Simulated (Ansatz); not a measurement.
## Worked example: vertical ionisation energy of C4H11As (SMILES CC(C)(C)[AsH2])

C4H11As has 16 atoms, charge 0, and is taken as a singlet. SMILES: `CC(C)(C)[AsH2]`. The coordinates come from a PBE0-D4/def2-TZVP relaxation. This is one conformer, not always the lowest.

```xyz
16

C    -0.7179    0.5399   -1.0814
C     0.0549   -0.0415    0.0912
C     1.4850    0.4833    0.0948
C     0.0551   -1.5634    0.0222
As   -0.7582    0.4642    1.8482
H    -0.7388    1.6315   -1.0468
H    -0.2457    0.2435   -2.0265
H    -1.7504    0.1838   -1.0980
H     2.0613    0.0839    0.9334
H     1.5136    1.5748    0.1530
H     1.9939    0.1878   -0.8297
H    -0.9609   -1.9672    0.0270
H     0.6003   -2.0070    0.8594
H     0.5388   -1.8954   -0.9034
H    -0.9373    1.9406    1.5100
H    -2.1937    0.1412    1.4465
```

Both states at this one shape; open shells run unrestricted unless said. 1 Eh = 27.2114 eV.

| level | program | singlet C4H11As (Eh) | doublet C4H11As+ (Eh) | HOMO of the first (eV) |
| --- | --- | --- | --- | --- |
| HF/STO-3G | Ansatz | -2365.327939 | -2365.092044 | -7.28 |
| B3LYP/6-31G* (spherical functions) | Ansatz | -2394.665004 | -2394.336015 | -6.64 |
| B3LYP/6-31G* (Cartesian functions) | Ansatz | -2394.673817 | -2394.344823 | -6.64 |

Problem. Work out the vertical ionisation energy at each level.

Solution. 
1. HF/STO-3G: -2365.092044 − (-2365.327939) = 0.235895 Eh = 6.42 eV; −ε(HOMO) = 7.28 eV.
2. B3LYP/6-31G* (spherical functions): -2394.336015 − (-2394.665004) = 0.328989 Eh = 8.95 eV; −ε(HOMO) = 6.64 eV.
3. B3LYP/6-31G* (Cartesian functions): -2394.344823 − (-2394.673817) = 0.328994 Eh = 8.95 eV; −ε(HOMO) = 6.64 eV.

No measured value is set beside it here; the levels span 6.42 to 8.95 eV. In Hartree–Fock, −ε(HOMO) (Koopmans) exceeds the difference of totals by the orbital relaxation of the ion. Hartree–Fock favours the state with fewer electron pairs, since it lacks pair correlation. Minimal sets are far from the basis-set limit. All-electron rows are non-relativistic unless named.
